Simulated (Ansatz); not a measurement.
Ge₂Se. Charge 0, multiplicity 1. Geometry r2SCAN-D4/def2-TZVP, basis def2-TZVP, Ansatz.

```xyz
3

Ge   -0.636    0.120    1.281
Ge   -0.271    0.835   -1.135
Se    0.906   -0.956   -0.146
```

```csv
run,HOMO (eV),LUMO (eV)
A,-5.50,-3.22
B,-5.09,-3.82
C,-5.74,-3.09
D,-4.97,-3.63
E,-6.79,-2.02
```

B3LYP takes the VWN-RPA correlation. The structure comes from a short search, and lower isomers may exist.

Problem. The runs used B3LYP, B97M-V, CAM-B3LYP, PBE0, r2SCAN. Estimate which is which.

Solution. A B3LYP (20 % exact exchange); B r2SCAN (0 % exact exchange); C PBE0 (25 % exact exchange); D B97M-V (0 % exact exchange); E CAM-B3LYP (range-separated). Exact exchange lowers occupied and raises empty levels; among semilocal functionals meta-GGAs tend to open the gap a little, and such runs are hard to tell apart. The gap grows from 1.27 eV (r2SCAN) to 4.77 eV (CAM-B3LYP).
